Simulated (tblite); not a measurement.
C6H8O2S.
Cartesian coordinates in Å at the GFN2-xTB level; atoms count from 1:
```xyz
17
C6H8O2S angstrom
C     -1.0999   -0.9415   -0.9670
C     -0.2064   -0.1363   -0.0350
C     -1.0105    0.6894    0.9531
O     -0.6959    0.8728    2.0985
O     -2.0930    1.2325    0.3992
C      0.9905   -0.8549    0.6264
C      1.9517    0.1723    0.0026
C      0.7950    0.7750   -0.7264
S      0.6351    1.8959   -1.8644
H     -1.7579   -0.2739   -1.5165
H     -1.7011   -1.6453   -0.3955
H     -0.4882   -1.4925   -1.6777
H     -2.5559    1.7960    1.0395
H      0.9561   -0.8465    1.7129
H      1.1292   -1.8698    0.2639
H      2.4061    0.8570    0.7189
H      2.7383   -0.2182   -0.6424
```

Computed values, GFN2-xTB/tblite, gas phase, harmonic and unscaled. Errors from tens to a few hundred cm⁻¹ against measured bands are possible. One conformer, not necessarily the lowest.

Harmonic wavenumbers (cm⁻¹): 37.9, 50.5, 99.9, 166.8, 182.1, 243.1, 309.0, 357.1, 421.4, 424.2, 552.5, 571.8, 613.4, 696.4, 718.5, 765.7, 870.8, 930.4, 966.1, 1016.4, 1029.7, 1036.2, 1111.1, 1135.3, 1151.0, 1180.1, 1196.8, 1220.2, 1252.5, 1262.9, 1347.3, 1396.9, 1415.6, 1455.9, 1479.1, 1483.0, 1780.9, 2979.3, 2997.2, 3033.5, 3034.6, 3035.4, 3039.6, 3056.7, 3440.1.

A = 1784, B = 1261, C = 1059 MHz; mass 144.025 u (most abundant isotopes); point group C1, symmetry number 1.

What is the zero-point energy?

Half the sum of the wavenumbers: 28272 cm⁻¹ = 338.21 kJ/mol.

Give the ideal-gas entropy at 273.15 K and 1 bar in the rigid-rotor, harmonic-oscillator model (classical rotation).

Translation 169.02, rotation 121.46, vibration 106.71: S = 397.2 J/(mol K).

And Cp and H(273.15 K) − H(0)?

Cp = 139.90 J/(mol K), of which vibrations give 106.64 (their classical limit is 45 R = 374.2); H(273.15 K) − H(0) = 23.96 kJ/mol without the zero-point energy, 14.87 from vibrations.

Blend soft modes into free rotors: weight 1/[1 + (100 cm⁻¹/ν̃)⁴] for the oscillator and the rest for a rotor with moment μB/(μ + B), μ = h/(8π²ν), B = 10⁻⁴⁴ kg m². What vibrational entropy results?

95.08 J/(mol K) in place of 106.71, which changes −T·S at 273.15 K by +3.18 kJ/mol.

What must be added to the electronic energy to get the Gibbs energy at 273.15 K and 1 bar?

ZPE + [H(273.15 K) − H(0)] − T·S = 338.21 + 23.96 − 108.49 = 253.68 kJ/mol.

How do the functions run with temperature in this model?

| T (K) | S (J/(mol K)) | Cp (J/(mol K)) | H − H(0) (kJ/mol) | G − H(0) (kJ/mol) | ln q(vib) |
| --- | --- | --- | --- | --- | --- |
| 150 | 329.0 | 93.2 | 9.65 | -39.69 | 3.29 |
| 250 | 385.2 | 130.8 | 20.82 | -75.48 | 5.73 |
| 298.15 | 409.9 | 149.8 | 27.58 | -94.62 | 6.88 |
| 400 | 459.4 | 188.2 | 44.83 | -138.92 | 9.31 |
| 600 | 547.5 | 246.7 | 88.72 | -239.81 | 13.99 |
| 900 | 658.8 | 300.5 | 171.55 | -421.33 | 20.60 |

q(vib) and H(0) count from the zero-point level.

Hindered rotation and anharmonicity are outside this model. Other conformers, if any are populated, would add a mixing term that is left out. The structure is chiral; the term R ln 2 for an equal mix with its mirror image is left out.
